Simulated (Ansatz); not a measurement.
The same path of AlCl$_{3}$H$_{4}$OSi (10 atoms, charge 0, multiplicity 1) was run twice with different band settings. Lost on the way: Si1–H2, Cl5–Al7, O6–H10. Made: Si1–Cl5, H2–H10.

Theory: RKS PBE/6-31G* (Ansatz).

Relaxed end points:

```xyz
10
Properties=species:S:1:pos:R:3
Si -0.062 0.529 0.611
H 0.234 1.067 1.963
Cl 1.578 -0.480 -0.081
Cl -0.688 1.992 -0.655
Cl -1.890 -1.664 -2.272
O -1.387 -0.552 0.751
Al -2.957 -1.136 -0.475
H -3.300 -2.373 0.496
H -3.845 0.187 -0.561
H -1.250 -1.309 1.363
```

```xyz
10
Properties=species:S:1:pos:R:3
Si -0.253 -0.042 -1.274
H -1.938 -0.165 2.844
Cl 1.216 -1.243 -0.458
Cl 0.404 1.908 -1.210
Cl -0.529 -0.590 -3.241
O -1.642 -0.174 -0.453
Al -2.763 -1.010 0.594
H -2.358 -2.461 1.107
H -4.149 -0.267 0.835
H -1.556 0.305 2.395
```

Common settings: spring 5.0 eV/Å²; optimiser quadratic models (default); start path through a guess of the saddle point; force threshold 0.03 eV/Å; iteration limit 60; end points relaxed.

| run | movable images | climbing image |
| --- | --- | --- |
| 1 | 5 | yes |
| 2 | 3 | no |

Problem. What does each run give, and how far can it be trusted?

Solution. Run 1: converged after 38 iterations, highest image 2.272 eV above the first end. Neighbouring images differ by up to 2.2 eV, so the band resolves the path poorly. A vibrational analysis at the climbing image gives one clearly imaginary mode, 1371i cm⁻¹: a first-order saddle point.
Run 2: not converged after 60 iterations, highest image 3.638 eV above the first end. The band didn't meet its force threshold, so its energies are provisional: the largest band force was still 1.41 eV/Å, and over the last iterations the top moved between 3.41 and 3.64 eV. Neighbouring images lie up to 4.2 Å apart, so the band is torn or far too coarse. So few images can step over the top or miss a turn of the path.
The orbitals stay closed-shell, which can raise the energy where a bond breaks towards radicals; this wasn't checked here.
